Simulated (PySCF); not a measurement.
A PySCF script (with the pyscf-properties extension) for the NMR shieldings of `C#C[B@@H-](CC(C)C)[NH2+]C`, C7H16BN, on a GFN2-xTB geometry:

```python
import basis_set_exchange as bse
import numpy as np
from pyscf import gto, dft
from pyscf.prop import nmr

atoms = """
C     2.069979    2.001105   -0.701933
C     1.541152    1.162668   -0.022353
B     0.876908    0.069916    0.855044
C    -0.758222    0.152277    0.888586
C    -1.455753    0.772643   -0.329026
C    -2.967236    0.833464   -0.103354
C    -1.163747    0.017247   -1.626185
N     1.245006   -1.371627    0.120559
C     2.672587   -1.632590   -0.030539
H     2.522237    2.747921   -1.290449
H     1.358890   -0.003394    1.946784
H    -1.187093   -0.844025    1.057525
H    -1.052868    0.747367    1.756035
H    -1.082365    1.794925   -0.447789
H    -3.376953   -0.170503    0.004675
H    -3.467388    1.317218   -0.941140
H    -3.196484    1.393317    0.800735
H    -0.118363    0.132520   -1.906489
H    -1.411442   -1.040444   -1.525463
H    -1.765095    0.421169   -2.439122
H     0.788077   -1.330701   -0.787111
H     0.799143   -2.100627    0.670246
H     3.133884   -1.677132    0.953917
H     3.118260   -0.802109   -0.575306
H     2.865950   -2.566459   -0.562522
"""
names = dict.fromkeys(["C", "B", "N", "H"], "pcSseg-1")
basis = {el: gto.basis.parse(bse.get_basis(n, elements=[el], fmt="nwchem")) for el, n in names.items()}
mol = gto.M(atom=atoms, basis=basis, charge=0, verbose=0)
mf = dft.RKS(mol, xc="PBE0")
mf.grids.level = 2
mf.grids.alignment = dft.numint.BLKSIZE   # the property module wants whole blocks of grid points
mf.conv_tol = 1e-9
mf.kernel()

calc = nmr.RKS(mf)   # GIAO
C = mf.mo_coeff
Co = C[:, mf.mo_occ > 0]
resp = mf.gen_response(singlet=True, hermi=2)
def vind(x):   # induced exchange potential for any number of trial vectors
    d = np.einsum("pi,xij,qj->xpq", C, 2 * x.reshape(-1, C.shape[1], Co.shape[1]), Co, optimize=True)
    return np.einsum("xpq,pi,qj->xij", resp(d - d.transpose(0, 2, 1)), C, Co, optimize=True).ravel()
mo1, _ = nmr.rhf.solve_mo1(calc, with_cphf=vind)
sigma = calc.kernel(mo1)
for i, s in enumerate(sigma):   # ppm
    w = np.linalg.eigvalsh((s + s.T) / 2)
    print("%2d %-2s iso %8.1f  s11 %8.1f  s22 %8.1f  s33 %8.1f" % (i, mol.atom_pure_symbol(i), w.mean(), *w))
```

**Question.** What are the results?

**Answer.** 
```
 0 C  iso     91.9  s11     15.4  s22     23.9  s33    236.4
 1 C  iso     84.3  s11    -24.3  s22    -14.5  s33    291.7
 2 B  iso    118.4  s11    102.2  s22    119.0  s33    133.9
 3 C  iso    153.1  s11    138.5  s22    152.7  s33    168.0
 4 C  iso    155.4  s11    150.5  s22    153.1  s33    162.6
 5 C  iso    156.5  s11    134.4  s22    147.8  s33    187.4
 6 C  iso    161.0  s11    147.1  s22    152.6  s33    183.3
 7 N  iso    206.2  s11    195.6  s22    208.0  s33    215.0
 8 C  iso    155.8  s11    135.7  s22    144.0  s33    187.6
 9 H  iso     29.9  s11     24.6  s22     25.2  s33     39.8
10 H  iso     29.2  s11     26.9  s22     28.7  s33     32.0
11 H  iso     32.5  s11     28.9  s22     32.7  s33     35.8
12 H  iso     30.6  s11     25.6  s22     30.0  s33     36.3
13 H  iso     29.5  s11     25.0  s22     29.6  s33     34.0
14 H  iso     31.0  s11     27.8  s22     29.3  s33     36.1
15 H  iso     30.6  s11     26.1  s22     27.9  s33     37.8
16 H  iso     30.5  s11     26.2  s22     28.1  s33     37.2
17 H  iso     29.9  s11     25.3  s22     30.1  s33     34.3
18 H  iso     31.7  s11     28.4  s22     30.8  s33     36.0
19 H  iso     30.6  s11     26.2  s22     28.2  s33     37.4
20 H  iso     28.6  s11     20.9  s22     26.7  s33     38.2
21 H  iso     29.5  s11     21.9  s22     28.3  s33     38.3
22 H  iso     29.3  s11     25.1  s22     26.8  s33     35.9
23 H  iso     28.0  s11     22.4  s22     29.4  s33     32.4
24 H  iso     29.3  s11     24.1  s22     26.8  s33     37.1
```

These numbers come from an equivalent density-fitted implementation of the same equations, which agrees with the script to about 0.01 ppm for H and up to a few tenths of a ppm for heavy atoms, so last digits may differ.

Size and cost of the density-fitted run: 233 basis functions, 59 s wall time on 1 thread of an Arm Neoverse V1, shared host; peak memory 1.2 GiB.
